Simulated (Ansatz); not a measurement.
Job for Ansatz (a first-principles code): R-PBE0/def2-TZVPPD on H2Se (SMILES [SeH2]) with ghost functions, monomers drawn apart or pushed together. Files ending in .json are basis or fitting sets from the Basis Set Exchange.

Ansatz 0.2 input:
```yaml
crystal:
  periodic: [false, false, false]
  atoms:
    - {symbol: Se, position_ang: [-0.36285835, 0.18461909, 3.40285980]}
    - {symbol: H, position_ang: [0.96491181, 0.80432407, 3.52404106]}
    - {symbol: H, position_ang: [-0.21236245, 0.03197720, 1.93143493]}
basis:
  gaussian:
    orbitals: def2-TZVPPD.json
    ghost_atoms:
      - {symbol: N, position_ang: [-0.06812484, -0.19824362, 0.01565491]}
      - {symbol: H, position_ang: [-0.97935394, -0.30565649, -0.41507422]}
      - {symbol: H, position_ang: [0.38346057, 0.60051671, -0.41481351]}
      - {symbol: H, position_ang: [0.47875980, -1.02166890, -0.20822339]}
hamiltonian:
  xc: {name: PBE0}
scf: {lower_state_search: off}
```

Program output:

```
WARN ansatz: RAYON_NUM_THREADS=2 ignored (pool sized by the plan → 2); use --threads N
Functional definition: PBE0
these checks for a lower state are left out or cut short: stability, starts, cluster_reference, orbital_swaps, neighbouring_geometries, increment
integrals: 0.07 GiB planned
904 factors; their error is unknown
mean field: 0.71 GiB planned
mean field evaluation 1: about -65373.8927 eV, gradient 8.4e0 eV
mean field evaluation 2: about -65374.0123 eV, gradient 4.5e0 eV
mean field evaluation 4: about -65374.0723 eV, gradient 1.2e-1 eV
mean field evaluation 8: about -65374.3624 eV, gradient 3.1e-1 eV
mean field evaluation 16: about -65374.3624 eV, gradient 1.5e-6 eV
mean field -65374.36242323 eV, -2402.4635067191 hartree, gradient 1.5e-6 eV, S^2 0.000000; 0 other end points of the search recorded, 0 dependent functions left out
reference -65374.36245655 eV, -2402.4635079436 hartree; 18, 18 occupied and 161, 161 virtual orbitals, 904 factors
Total energy: -65374.36245655 eV, -2402.4635079436 hartree
Checks for a lower state left out: stability, starts, cluster_reference, orbital_swaps, neighbouring_geometries, increment
```

The run converged.

Cost: around 2.8 core-seconds (rough).
